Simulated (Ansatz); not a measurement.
Mulliken charges of CH$_{5}$AlFGa (`F[CH2][AlH][GaH2]`) from r2SCAN/def2-TZVPP in Ansatz (PBE0-D4/def2-TZVP geometry).

```
atom   x (Å)   y (Å)   z (Å)  charge (e)
  F1  -0.826   1.577  -0.990      -0.263
  C2   0.545   1.428  -0.720      -0.042
 Al3   0.860  -0.268   0.267       0.431
 Ga4  -1.171  -1.664   0.765       0.087
  H5   0.868   2.314  -0.158       0.057
  H6   1.076   1.466  -1.680       0.057
  H7   2.372  -0.597   0.657      -0.160
  H8  -1.704  -2.770  -0.227      -0.084
  H9  -2.020  -1.487   2.084      -0.084
```

Task: By hand: the dipole of these point charges (1 e Å = 4.8032 D).

Result: Σ q r = (0.507, -0.066, 0.106) e Å, of length 0.522 e Å = 2.51 D.

Task: How does the dipole of the full density compare? (Best estimate.)

Result: Ansatz gave: (0.350, 0.016, 0.039) e Å, 1.69 D; the point charges give 1.49 times that, at 11° from its direction.

Point charges leave out the atoms' own dipoles, such as those of lone pairs, and Mulliken's split depends on the basis, so the two needn't agree.
